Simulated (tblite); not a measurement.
C₆H₁₄ClFSi.
Structure used (GFN2-xTB), in Å, numbered top down from 1:
```xyz
23
C6H14ClFSi angstrom
C      3.1802    0.1702    0.9552
C      2.1760   -0.6245    0.1281
C      0.7781   -0.0139    0.1863
F      0.8363    1.2666   -0.3548
C     -0.2502   -0.8164   -0.6004
C     -1.6893   -0.3110   -0.4621
C     -2.2575   -0.6028    0.9278
Si    -1.8906    1.5347   -0.9378
Cl    -3.8725    1.8026   -1.2836
H      4.1745   -0.2570    0.8543
H      2.9046    0.1588    2.0076
H      3.2112    1.2024    0.6158
H      2.1204   -1.6505    0.4948
H      2.4968   -0.6499   -0.9152
H      0.4646    0.1256    1.2273
H     -0.1953   -1.8555   -0.2659
H      0.0411   -0.7861   -1.6528
H     -2.2818   -0.8974   -1.1756
H     -2.1701   -1.6630    1.1650
H     -3.3102   -0.3320    0.9662
H     -1.7393   -0.0370    1.6988
H     -1.1902    1.8327   -2.1808
H     -1.5416    2.4303    0.1578
```

Level: GFN2-xTB in tblite, geometry and Hessian alike; calculated harmonic values, unscaled, isolated species. This tight-binding method is rough: wavenumbers can miss measured ones by several per cent, in bad cases by 10 to 20. Modes of hydrogen on silicon can be 10 to 20 % off. One conformer, not necessarily the lowest.

Harmonic wavenumbers (cm⁻¹): 27.7, 63.1, 88.6, 92.5, 122.7, 142.5, 196.7, 222.2, 227.1, 260.7, 289.8, 353.7, 437.1, 463.2, 487.6, 491.1, 566.1, 627.7, 666.3, 727.8, 758.3, 804.1, 865.4, 926.2, 949.7, 985.6, 1009.3, 1036.7, 1068.5, 1102.9, 1115.7, 1140.7, 1158.3, 1205.4, 1233.9, 1252.4, 1278.6, 1304.9, 1311.9, 1343.0, 1359.1, 1415.1, 1420.9, 1467.2, 1474.7, 1498.9, 1500.9, 1507.1, 1509.8, 2296.5, 2308.8, 2907.3, 2923.5, 2962.6, 2981.0, 2987.7, 2995.9, 3002.9, 3027.8, 3034.4, 3039.1, 3045.0, 3050.8.

A = 2630, B = 494.4, C = 448.9 MHz; mass 168.054 u (most abundant isotopes); point group C1, symmetry number 1.

Q: Zero-point energy?

A: Half the sum of the wavenumbers: 41061 cm⁻¹ = 491.20 kJ/mol.

Q: Entropy at 500 K, 1 bar (ideal gas, RRHO, classical rotation)?

A: Translation 183.51, rotation 134.85, vibration 272.93: S = 591.3 J/(mol K).

Q: And Cp and H(500 K) − H(0)?

A: Cp = 285.02 J/(mol K), of which vibrations give 251.76 (their classical limit is 63 R = 523.8); H(500 K) − H(0) = 83.96 kJ/mol without the zero-point energy, 67.33 from vibrations.

Q: What must be added to the electronic energy to get the Gibbs energy at 500 K and 1 bar?

A: ZPE + [H(500 K) − H(0)] − T·S = 491.20 + 83.96 − 295.65 = 279.51 kJ/mol.

Q: Which modes carry the vibrational entropy at 500 K?

A: 27.7 cm⁻¹: 29.35; 63.1 cm⁻¹: 22.51; 88.6 cm⁻¹: 19.70; 92.5 cm⁻¹: 19.34; 122.7 cm⁻¹: 17.01; 142.5 cm⁻¹: 15.78 J/(mol K); the other 57 give 149.23 together.

Q: How do the functions run with temperature in this model?

A: 
```tsv
T (K)	S (J/(mol K))	Cp (J/(mol K))	H − H(0) (kJ/mol)	G − H(0) (kJ/mol)	ln q(vib)
100	319.0	96.6	6.43	-25.47	2.78
200	401.5	145.8	18.61	-61.69	6.47
300	469.8	194.7	35.62	-105.32	9.98
800	746.8	375.9	184.26	-413.15	25.94
1000	835.2	416.0	263.66	-571.52	31.68
```

q(vib) and H(0) count from the zero-point level.

Q: Blend soft modes into free rotors: weight 1/[1 + (100 cm⁻¹/ν̃)⁴] for the oscillator and the rest for a rotor with moment μB/(μ + B), μ = h/(8π²ν), B = 10⁻⁴⁴ kg m². What vibrational entropy results?

A: 249.46 J/(mol K) in place of 272.93, which changes −T·S at 500 K by +11.73 kJ/mol.

Hindered rotation and anharmonicity are outside this model. Other conformers, if any are populated, would add a mixing term that is left out. The structure is chiral; the term R ln 2 for an equal mix with its mirror image is left out.
